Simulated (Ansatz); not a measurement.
`C=[CH][Al]([F])[SiH3]`, relaxed with RKS PBE-D4/def2-SVP in Ansatz from a rough embedded geometry. The force threshold is 0.03 eV/Å; the program also tests the step.

Charge 0, multiplicity 1.

Start:

```xyz
11

C     1.407   -0.548   -1.441
C     0.074   -0.777   -1.523
Al   -1.210   -0.202   -0.119
F    -2.921   -0.376   -0.325
Si   -0.393    0.892    1.823
H     1.816   -0.116   -0.504
H     2.078   -0.912   -2.179
H    -0.305   -1.225   -2.387
H     0.579   -0.045    2.528
H     0.368    2.098    1.438
H    -1.493    1.210    2.691
```

```csv
step,energy (eV),largest force (eV/Å),largest move (Å)
1,-19342.4796,1.977,0.000
2,-19342.5866,1.443,0.192
3,-19342.7577,0.543,0.200
4,-19342.7711,0.204,0.083
5,-19342.7818,0.067,0.065
6,-19342.7826,0.087,0.044
7,-19342.7842,0.082,0.034
8,-19342.7847,0.059,0.028
9,-19342.7849,0.011,0.008
```

End:

```xyz
11

C     1.348   -0.589   -1.414
C     0.020   -0.790   -1.584
Al   -1.199   -0.197   -0.189
F    -2.856   -0.435   -0.379
Si   -0.372    0.892    1.850
H     1.757   -0.099   -0.509
H     2.106   -0.897   -2.158
H    -0.305   -1.288   -2.517
H     0.582   -0.014    2.590
H     0.398    2.146    1.511
H    -1.478    1.272    2.799
```

Hardware: 4 threads of an Intel Xeon on a shared host. Wall time 9.5 s, peak host memory 0.17 GiB.
